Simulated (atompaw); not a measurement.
## fluorine (F) PAW (atompaw): all-electron and pseudo phase curves

* Element: fluorine (F)
* Generator: atompaw 4.2.0.5
* Type: PAW
* Functional: PBE
* Relativity: non-relativistic
* Frozen core: [He]
* Valence charge: 7
* Reference configuration: 2s2 2p5
* Partial waves: 2s (bound): rc 0.85 bohr; 2s channel at -0.75 Ry: rc 0.90 bohr; 2p (bound): rc 0.85 bohr; 2p channel at -0.1 Ry: rc 0.90 bohr; 3d channel at 0.05 Ry: rc 0.90 bohr; 3d channel at 1.05 Ry: rc 0.90 bohr
* Local potential: ultrasoft scheme with l = 3 at 0 Ry, radius 0.90 bohr
* Core correction: smooth core density matched at 0.50 bohr
* Augmentation charge: besselshape compensation charge, radius 0.85 bohr; PAW radius 0.90 bohr; waves and projectors: custom rrkj gramschmidtortho

The phase is arctan(r·u′/u) with u = r·R(r), unwrapped; energies in Ry, scanned from -4 to 5 Ry. A pole is an energy at which the radial function vanishes at the test radius. The pseudo phase is shifted by a multiple of π to meet the all-electron one at the reference energy, and phase errors are pseudo minus all-electron; the curves can meet again beyond the range given. Levels narrower than the energy grid can be missing from the lists of poles.

Q: For each channel, where are the poles, and over which energies does the pseudopotential scatter like the atom?

A:

```json
{"channel": "s", "radius (bohr)": "0.90", "reference energy (Ry)": "-2.19", "poles, all-electron": "none", "poles, pseudo": "none", "unbroken range about the reference energy with phases within 0.05 rad": "the whole range", "phase error 1 Ry above the reference energy (rad)": "-0.000"}
{"channel": "p", "radius (bohr)": "0.90", "reference energy (Ry)": "-0.82", "poles, all-electron": "none", "poles, pseudo": "none", "unbroken range about the reference energy with phases within 0.05 rad": "the whole range", "phase error 1 Ry above the reference energy (rad)": "-0.000"}
{"channel": "d", "radius (bohr)": "0.90", "reference energy (Ry)": "0.05", "poles, all-electron": "none", "poles, pseudo": "none", "unbroken range about the reference energy with phases within 0.05 rad": "the whole range", "phase error 1 Ry above the reference energy (rad)": "+0.000"}
```

Phases in the p channel:

```csv
E (Ry),all-electron,pseudo
-4.00,0.760,0.760
-3.52,0.672,0.672
-3.04,0.562,0.562
-2.56,0.423,0.423
-2.08,0.251,0.251
-1.60,0.045,0.045
-1.12,-0.185,-0.185
-0.64,-0.418,-0.418
-0.16,-0.632,-0.632
0.32,-0.813,-0.813
0.80,-0.960,-0.960
1.28,-1.077,-1.077
1.76,-1.171,-1.171
2.24,-1.247,-1.247
2.72,-1.310,-1.310
3.20,-1.362,-1.362
3.68,-1.406,-1.406
4.16,-1.444,-1.444
4.64,-1.477,-1.476
```
